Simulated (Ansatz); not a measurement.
Stepwise reaction of `O[Si](O)(F)[SiH2]Cl` with hydrogen, as a gas-phase model of exchange steps in deposition or etching. ΔE in kJ/mol.

Isolated molecules relaxed with PBE0-D4/def2-TZVP in Ansatz; ΔE leaves out vibrations. CBS: MP2 limit from def2 TZ/QZ plus the TZ coupled-cluster correction, frozen cores. This one scheme is used for every species. Functionals use def2-TZVPP. B3LYP here is the variant with VWN-RPA as its local correlation; programs differ in this. One conformer a species, not always the lowest.

```csv
step,reaction,PBE-D4,B3LYP-D4,ωB97M-V,CCSD(T)/CBS
2,`O[SiH](F)[SiH2]Cl` + H₂ → `F[SiH2][SiH2]Cl` + H₂O,88.9,93.4,93.8,89.7
```

(1) Give the row of step 1, `O[Si](O)(F)[SiH2]Cl` + H₂ → `O[SiH](F)[SiH2]Cl` + H₂O. (An estimate is asked.)

(2) By hand: ΔE of the 2 steps together at CCSD(T)/CBS.

Results:

(1) Ansatz gave: 
| step | reaction | PBE-D4 | B3LYP-D4 | ωB97M-V | CCSD(T)/CBS |
| --- | --- | --- | --- | --- | --- |
| 1 | `O[Si](O)(F)[SiH2]Cl` + H₂ → `O[SiH](F)[SiH2]Cl` + H₂O | 94.9 | 103.0 | 103.0 | 99.8 |

(2) (99.8) + (89.7) = 189.5 kJ/mol, or 94.8 kJ/mol a step.

In ΔE each step is lower than the one before. All are uphill at CCSD(T)/CBS. PBE-D4 differs from CCSD(T)/CBS by -4.9 to -0.8 kJ/mol a step. Only this route is followed, and other bonds may react first. Isolated molecules leave out the surface, adducts and barriers. Largest T1 diagnostic: 0.012.
